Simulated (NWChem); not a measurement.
System: 1,2,4-triazole (C$_{2}$H$_{3}$N$_{3}$); SMILES c1nc[nH]n1

Computed with NWChem. Geometry: optimised at PBE-D3(BJ)/def2-SVP. B3LYP is NWChem's, with the RPA form of VWN correlation. Level: B3LYP/def2-SVP with SMD (1 M gas to 1 M solution), gas-phase geometry.

| solvent | dielectric constant | solvation free energy (kcal/mol) | cavity-dispersion-structure term (kcal/mol) | dipole in solution (D) |
|---|---|---|---|---|
| water | 78.4 | -9.8 | 0.6 | 3.88 |
| 1-octanol | 9.86 | -9.5 | ___ | ___ |
| ethyl acetate | 5.99 | -11.2 | -2.6 | 3.69 |
| n-hexane | 1.88 | -7.9 | -3.4 | 3.32 |

Problem. What belongs in the gaps?

Solution. 
- 1-octanol, cavity-dispersion-structure term (kcal/mol): -0.2
- 1-octanol, dipole in solution (D): 3.77
